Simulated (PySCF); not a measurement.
Species: CH8AsGa.
Z-matrix (Å and degrees, PBE0-D3(BJ)/def2-SVP geometry), rows numbered from 1:
```
C 
Ga  1  1.9841
As  2  2.6749  1   99.82
H   1  1.1028  2  108.92  3  -179.88
H   1  1.1009  2  112.05  3    61.78
H   1  1.1007  2  112.49  3   -61.04
H   2  1.5822  1  119.29  3  -101.02
H   2  1.5828  1  119.38  3   100.53
H   3  1.5133  2  121.08  1    61.01
H   3  1.5123  2  119.35  1  -179.29
H   3  1.5140  2  120.79  1   -59.95
```

Computed, not measured: PySCF, PBE0-D3(BJ)/def2-SVP geometry optimisation, gas phase.

Take the most abundant isotopes and a rigid rotor. 

Task: What are A, B and C (MHz)?

Result: Ia = 61.00, Ib = 334.53, Ic = 379.75 u·Å²; 505379 MHz·u·Å²/I gives A = 8285, B = 1511, C = 1331 MHz.

Task: Classify the top.

Result: A near-prolate asymmetric top: κ = (2 × 1511 − 8285 − 1331)/(8285 − 1331) = -0.95.

Task: Is it planar, by Δ = Ic − Ia − Ib?

Result: Not planar: Δ = Ic − Ia − Ib = -15.78 u·Å². For a rigid frame Δ = −2 Σ m c², so Σ m c² = 7.89 u·Å² lies off the ab plane, practically all of it from hydrogen. The atom farthest from that plane is 1.36 Å away.

Task: Give the other two planar moments, Paa and Pbb, and the rms extents of the mass along the axes.

Result: Paa = Σ m a² = (Ib + Ic − Ia)/2 = 326.64 and Pbb = Σ m b² = (Ia + Ic − Ib)/2 = 53.11 u·Å². With the mass M = 163.91 u, the rms extents √(P/M) along a, b and c are 1.41, 0.57, 0.22 Å.

Task: Give the coordinates in the principal-axis frame, origin at the centre of mass.

Result: The sense of each axis is arbitrary; atoms in the order of the calculation.
```csv
atom,mass (u),a (Å),b (Å),c (Å)
C1,12.000,-1.875,1.476,0.000
Ga2,68.926,-1.202,-0.390,0.000
As3,74.922,1.432,0.073,0.000
H4,1.008,-2.977,1.459,0.003
H5,1.008,-1.561,2.029,-0.899
H6,1.008,-1.554,2.039,0.890
H7,1.008,-1.188,-1.208,-1.354
H8,1.008,-1.176,-1.207,1.356
H9,1.008,2.093,0.827,1.134
H10,1.008,2.390,-1.097,-0.017
H11,1.008,2.082,0.849,-1.126
```

Task: Which lines would a microwave search look for?

Result: The dipole components are |μa| = 3.23 D, |μb| = 1.13 D, |μc| = 0.00 D; the mirror of this Cs structure is the ab plane, so μc vanishes by symmetry (the 0.01 D computed is a residue) and there are no c-type lines. The squared components, which scale the intensities, stand as 1.00 : 0.12 (a : b). Some lines, for components of 0.1 D or more:

```json
{"type": "a", "branch": "R", "J(Ka,Kc)": "1(0,1) ← 0(0,0)", "MHz": "2842", "lower level (cm⁻¹)": "0.000"}
{"type": "b", "branch": "R", "J(Ka,Kc)": "4(0,4) ← 3(1,3)", "MHz": "4991", "lower level (cm⁻¹)": "0.780"}
{"type": "b", "branch": "Q", "J(Ka,Kc)": "2(1,1) ← 2(0,2)", "MHz": "7137", "lower level (cm⁻¹)": "0.284"}
{"type": "a", "branch": "R", "J(Ka,Kc)": "3(2,2) ← 2(2,1)", "MHz": "8525", "lower level (cm⁻¹)": "1.200"}
{"type": "a", "branch": "R", "J(Ka,Kc)": "4(2,3) ← 3(2,2)", "MHz": "11363", "lower level (cm⁻¹)": "1.485"}
{"type": "a", "branch": "R", "J(Ka,Kc)": "4(2,2) ← 3(2,1)", "MHz": "11399", "lower level (cm⁻¹)": "1.485"}
{"type": "a", "branch": "R", "J(Ka,Kc)": "5(4,2) ← 4(4,1)", "MHz": "14216", "lower level (cm⁻¹)": "4.611"}
{"type": "a", "branch": "R", "J(Ka,Kc)": "5(4,1) ← 4(4,0)", "MHz": "14216", "lower level (cm⁻¹)": "4.611"}
{"type": "a", "branch": "R", "J(Ka,Kc)": "5(3,3) ← 4(3,2)", "MHz": "14219", "lower level (cm⁻¹)": "3.009"}
{"type": "a", "branch": "R", "J(Ka,Kc)": "5(1,4) ← 4(1,3)", "MHz": "14642", "lower level (cm⁻¹)": "1.206"}
{"type": "b", "branch": "Q", "J(Ka,Kc)": "2(2,0) ← 2(1,1)", "MHz": "20326", "lower level (cm⁻¹)": "0.522"}
{"type": "b", "branch": "Q", "J(Ka,Kc)": "4(2,3) ← 4(1,4)", "MHz": "21498", "lower level (cm⁻¹)": "1.146"}
{"type": "b", "branch": "R", "J(Ka,Kc)": "4(2,2) ← 3(1,3)", "MHz": "32550", "lower level (cm⁻¹)": "0.780"}
{"type": "b", "branch": "Q", "J(Ka,Kc)": "3(3,0) ← 3(2,1)", "MHz": "34304", "lower level (cm⁻¹)": "1.485"}
{"type": "b", "branch": "R", "J(Ka,Kc)": "5(2,3) ← 4(1,4)", "MHz": "35821", "lower level (cm⁻¹)": "1.146"}
{"type": "b", "branch": "R", "J(Ka,Kc)": "3(3,1) ← 2(2,0)", "MHz": "42843", "lower level (cm⁻¹)": "1.200"}
{"type": "b", "branch": "R", "J(Ka,Kc)": "4(3,2) ← 3(2,1)", "MHz": "45677", "lower level (cm⁻¹)": "1.485"}
{"type": "b", "branch": "Q", "J(Ka,Kc)": "4(4,1) ← 4(3,2)", "MHz": "48041", "lower level (cm⁻¹)": "3.009"}
{"type": "b", "branch": "R", "J(Ka,Kc)": "4(4,1) ← 3(3,0)", "MHz": "59415", "lower level (cm⁻¹)": "2.629"}
{"type": "b", "branch": "R", "J(Ka,Kc)": "4(4,0) ← 3(3,1)", "MHz": "59415", "lower level (cm⁻¹)": "2.629"}
```

Task: Estimate the classical rotational partition function at 25 K, 298.15 K and 500 K.

Result: Point group Cs, symmetry number σ = 1; q = (√π/σ)·√((kT/h)³/(ABC)), k/h = 20836.6 MHz/K: 5160 at 25 K, 213000 at 298.15 K, 462000 at 500 K.

Stationary, but not proved a minimum. Zero-point vibration and centrifugal distortion are left out. A rigid rotor knows nothing of internal rotation, which can split or shift real lines. Quadrupole hyperfine structure (69Ga, 75As) is left out.

On an Arm Neoverse V2 with one thread (shared host), this took 85 s and 0.49 GiB of memory at its peak. These figures are those of the optimisation.
